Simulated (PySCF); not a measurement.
CH₇ClN₂Si, SMILES C(N)[Si@H](Cl)N. The structure is a stationary point at B3LYP-D3(BJ)/def2-SVP. The structure was generated by enumeration; whether it is a known compound was not checked. Other conformers were not sampled.

Computed equilibrium geometry at B3LYP-D3(BJ)/def2-SVP (PySCF confirms it by a frequency run) as a Z-matrix (one conformer of several):
```
Si
N 1 1.7272
H 2 1.0164 1 119.23
H 2 1.0172 3 110.09 1 143.09
H 1 1.4864 2 106.40 3 -38.70
C 1 1.8856 5 112.74 2 118.28
H 6 1.1031 1 110.09 5 64.23
H 6 1.1057 7 104.83 1 -117.13
N 6 1.4693 7 109.70 8 -117.53
H 9 1.0208 6 110.24 7 -58.02
H 9 1.0212 10 105.61 6 118.42
Cl 1 2.1065 5 107.20 2 -122.34
```
Charge 0, spin multiplicity 1.
